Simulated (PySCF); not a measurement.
Computed with PySCF and rigid-rotor harmonic-oscillator thermochemistry at 1 bar. 'Table' is the NASA 1993 thermochemical table (part measured, part estimated). 6-31G* has spherical d functions here. All species are closed-shell singlets. B3LYP is the form with VWN-RPA correlation. The harmonic model lacks anharmonicity and excited electronic states, which grow with temperature; levels with a mode under 35 cm⁻¹ are left out. The table's entry may be an old estimate for KOH (not checked at source).

Harmonic frequencies at B3LYP/6-31G* (cm⁻¹): 293, 294, 476, 3793. Point group C∞v; S°(298 K) = 237.9 J/mol/K at this level.

**Question.** Work out Cp and S° of gaseous KOH at 500, 800, 1200, 1600, 2000 K from these, and set them beside the table.

**Answer.** 
```csv
T (K),Cp B3LYP/6-31G*,Cp table,S° B3LYP/6-31G*,S° table
500,51.9,51.9,264.0,262.4
800,53.6,53.7,288.8,287.3
1200,55.5,55.8,310.9,309.5
1600,57.2,57.5,327.1,325.8
2000,58.5,58.7,340.0,338.7
```
Units J/mol/K.
